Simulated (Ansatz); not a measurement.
The same path of CH₃NOSi (7 atoms, charge 0, multiplicity 1) was run 3 times with different band settings. The coordinate that changes most is the angle H5–N1–C2.

The calculation used Ansatz, RKS B3LYP/cc-pVDZ.

Relaxed end points:

```xyz
7
Properties=species:S:1:pos:R:3
N -1.099 -1.587 -0.415
C -0.315 -0.669 -0.063
O 0.771 -0.743 0.777
Si 0.582 0.920 0.199
H -1.813 -1.217 -1.051
H 0.202 1.902 1.249
H 1.672 1.393 -0.696
```

```xyz
7
Properties=species:S:1:pos:R:3
N -1.421 -1.028 -0.806
C -0.479 -0.404 -0.257
O 0.548 -0.764 0.615
Si 0.626 0.961 0.221
H -1.398 -2.022 -0.524
H 0.327 1.883 1.348
H 1.797 1.374 -0.596
```

Common settings: spring 5.0 eV/Å²; optimiser quadratic models (default); start path through a guess of the saddle point; force threshold 0.03 eV/Å; end points relaxed.

| run | movable images | climbing image | iteration limit |
| --- | --- | --- | --- |
| 1 | 7 | yes | 46 |
| 2 | 2 | no | 60 |
| 3 | 2 | no | 60 |

Problem. What does each run give, and how far can it be trusted?

Solution. Run 1: converged after 21 iterations, highest image 0.928 eV above the first end. A vibrational analysis at the climbing image gives one clearly imaginary mode, 969i cm⁻¹: a first-order saddle point.
Run 2: converged after 9 iterations, highest image 0.562 eV above the first end. The dihedral H5–N1–C2–O3 jumps by 179° between images 1 and 2, so the path isn't resolved there. No image climbed, so the highest image needn't sit at the top of the path. A band with more images between the same ends climbed to 0.93 eV, so this one has probably stepped over the top. So few images can step over the top or miss a turn of the path.
Run 3: converged after 9 iterations, highest image 0.562 eV above the first end. The dihedral H5–N1–C2–O3 jumps by 179° between images 1 and 2, so the path isn't resolved there. No image climbed, so the highest image needn't sit at the top of the path. A band with more images between the same ends climbed to 0.93 eV, so this one has probably stepped over the top. So few images can step over the top or miss a turn of the path.
